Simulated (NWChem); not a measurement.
System: CHO2, doublet; SMILES C([O])=O

NWChem input:

```
start job
memory heap 200 mb stack 900 mb global 1100 mb
geometry units angstroms noautosym nocenter noautoz
  O     -1.143122    -0.000000    -0.125298
  C      0.005674     0.000000     0.214791
  O      1.173921    -0.000000    -0.204183
  H      0.207611    -0.000000     1.371642
end
basis spherical
  * library iglo-iii
end
dft
  odft
  mult 2
  xc xcamb88 1.00 lyp 0.81 vwn_5 0.19 hfexch 1.00
  cam 0.33 cam_alpha 0.19 cam_beta 0.46
  iterations 150
end
property
  hyperfine
end
task dft property
```

Output (shortened):

```
             Northwest Computational Chemistry Package (NWChem) 7.3.0
             --------------------------------------------------------

                             Geometry "geometry" -> ""
                             -------------------------

 Output coordinates in angstroms (scale by  1.889725989 to convert to a.u.)

  No.       Tag          Charge          X              Y              Z
 ---- ---------------- ---------- -------------- -------------- --------------
    1 O                    8.0000    -1.14312200     0.00000000    -0.12529800
    2 C                    6.0000     0.00567400     0.00000000     0.21479100
    3 O                    8.0000     1.17392100     0.00000000    -0.20418300
    4 H                    1.0000     0.20761100     0.00000000     1.37164200

 Effective nuclear repulsion energy (a.u.)      63.3687558248

                              NWChem Property Module
                              ----------------------

  itol2e modified to match energy
  convergence criterion.

                                 NWChem DFT Module
                                 -----------------

 Summary of "ao basis" -> "ao basis" (spherical)
 ------------------------------------------------------------------------------
       Tag                 Description            Shells   Functions and Types
 ---------------- ------------------------------  ------  ---------------------
 O                          iglo-iii                15       35   7s6p2d
 C                          iglo-iii                15       35   7s6p2d
 H                          iglo-iii                 6       10   4s2p

  itol2e modified to match energy
  convergence criterion.

            General Information
            -------------------
          SCF calculation type: DFT
          Wavefunction type:  spin polarized.
          No. of atoms     :     4
          No. of electrons :    23
           Alpha electrons :    12
            Beta electrons :    11
          Charge           :     0
          Spin multiplicity:     2
          Use of symmetry is: off; symmetry adaption is: off
          Maximum number of iterations: 150
          AO basis - number of functions:   115
                     number of shells:    51
          Convergence on energy requested:  1.00D-07
          Convergence on density requested:  1.00D-05
          Convergence on gradient requested:  5.00D-04

              XC Information
              --------------
                     Hartree-Fock (Exact) Exchange  1.000
                   CAM-Becke88 Exchange Functional  1.000
                      VWN V Correlation Functional  0.190 local
              Lee-Yang-Parr Correlation Functional  0.810

           Range-Separation Parameters
           ---------------------------
           Alpha           :  0.19
           Beta            :  0.46
           Gamma           :  0.33
           Short-Range HF  :     F

             Grid Information
             ----------------
          Grid used for XC integration:  fine
          Radial quadrature: Mura-Knowles
          Angular quadrature: Lebedev.
          Tag              B.-S. Rad. Rad. Pts. Rad. Cut. Ang. Pts.
          ---              ---------- --------- --------- ---------
          O                   0.60       70           8.0       590
          C                   0.70       70           8.0       590
          H                   0.35       60           8.0       590
          Grid pruning is: on
          Number of quadrature shells:   270
          Spatial weights used:  Erf1

      Superposition of Atomic Density Guess
      -------------------------------------

 Sum of atomic energies:        -187.74333720

      Non-variational initial energy
      ------------------------------

 Total energy =    -188.718050
 1-e energy   =    -382.578014
 2-e energy   =     130.491208
 HOMO         =      -0.308877
 LUMO         =       0.056032

[...]

          ----------------------
          Hyperfine Interactions
          ----------------------

 Total Spin Density (Fermi Contact Term)
 ------------------ --------------------
     Atom            x         y         z       Density (a.u.)      Aiso(MHz)     Aiso(Gauss)
     1  17-O     -2.16019   0.00000  -0.23678       0.016443         -9.967934      -3.556801
     2  13-C      0.01072   0.00000   0.40590      -0.077957        -87.638678     -31.271607
     3  17-O      2.21839   0.00000  -0.38585       0.054589        -33.091667     -11.807910
     4   1-H      0.39233   0.00000   2.59203       0.136114        608.411714     217.096062

           -------------------------------------------
           Anisotropic Interaction (Spin-Dipolar Term)
           -------------------------------------------

 ------------------------------------------------------------
     Atom            x         y         z
 ------------------------------------------------------------
     1  17-O     -2.16019   0.00000  -0.23678

   Spin-Dipolar term (a.u.)
        xx             yy             zz             xy             xz             yz
 ------------------------------------------------------------------------------------------
      -0.327546      -0.449005       0.776550       0.000000       0.355622       0.000000

   Principal Comp. of -hf- tensor (au)            Anisotropic -hfcc- (MHz)               Anisotropic -hfcc- (Gauss)
 --------------------------------------------------------------------------------------------------------------------------
     -0.432174    -0.449005     0.881179      31.271837    32.489665   -63.761502      11.158550    11.593101   -22.751651

   Orientation of the principal axis of Hyperfine Tensor w.r.t absolute (molecular) frame
 --------------------------------------------------------------------------------------------------------------------------
      0.959341     0.000000     0.282250
     -0.000000     1.000000     0.000000
     -0.282250    -0.000000     0.959341

 ------------------------------------------------------------
     Atom            x         y         z
 ------------------------------------------------------------
     2  13-C      0.01072   0.00000   0.40590

   Spin-Dipolar term (a.u.)
        xx             yy             zz             xy             xz             yz
 ------------------------------------------------------------------------------------------
       0.040981      -0.086332       0.045351       0.000000      -0.015764      -0.000000

   Principal Comp. of -hf- tensor (au)            Anisotropic -hfcc- (MHz)               Anisotropic -hfcc- (Gauss)
 --------------------------------------------------------------------------------------------------------------------------
      0.027251    -0.086332     0.059081       3.656863   -11.584977     7.928114       1.304857    -4.133801     2.828944

   Orientation of the principal axis of Hyperfine Tensor w.r.t absolute (molecular) frame
 --------------------------------------------------------------------------------------------------------------------------
      0.754080    -0.000000    -0.656782
      0.000000     1.000000    -0.000000
      0.656782     0.000000     0.754080

 ------------------------------------------------------------
     Atom            x         y         z
 ------------------------------------------------------------
     3  17-O      2.21839   0.00000  -0.38585

   Spin-Dipolar term (a.u.)
        xx             yy             zz             xy             xz             yz
 ------------------------------------------------------------------------------------------
      -1.340377      -1.225124       2.565501      -0.000000      -0.032491      -0.000000

   Principal Comp. of -hf- tensor (au)            Anisotropic -hfcc- (MHz)               Anisotropic -hfcc- (Gauss)
 --------------------------------------------------------------------------------------------------------------------------
     -1.340647    -1.225124     2.565771      97.008291    88.649109  -185.657401      34.614912    31.632153   -66.247065

   Orientation of the principal axis of Hyperfine Tensor w.r.t absolute (molecular) frame
 --------------------------------------------------------------------------------------------------------------------------
      0.999965    -0.000000    -0.008318
      0.000000     1.000000    -0.000000
      0.008318     0.000000     0.999965

 ------------------------------------------------------------
     Atom            x         y         z
 ------------------------------------------------------------
     4   1-H      0.39233   0.00000   2.59203

   Spin-Dipolar term (a.u.)
        xx             yy             zz             xy             xz             yz
 ------------------------------------------------------------------------------------------
      -0.009711      -0.011576       0.021287       0.000000       0.006535      -0.000000

   Principal Comp. of -hf- tensor (au)            Anisotropic -hfcc- (MHz)               Anisotropic -hfcc- (Gauss)
 --------------------------------------------------------------------------------------------------------------------------
     -0.011032    -0.011576     0.022608      -5.886154    -6.176355    12.062509      -2.100322    -2.203873     4.304196

   Orientation of the principal axis of Hyperfine Tensor w.r.t absolute (molecular) frame
 --------------------------------------------------------------------------------------------------------------------------
      0.980165    -0.000000     0.198186
      0.000000     1.000000    -0.000000
     -0.198186     0.000000     0.980165
```

Level: CAM-B3LYP/IGLO-III, spin-unrestricted, contact and dipolar terms. Geometry: optimised at PBE0/def2-SVP, spin-unrestricted. No stability test was run on the SCF state.
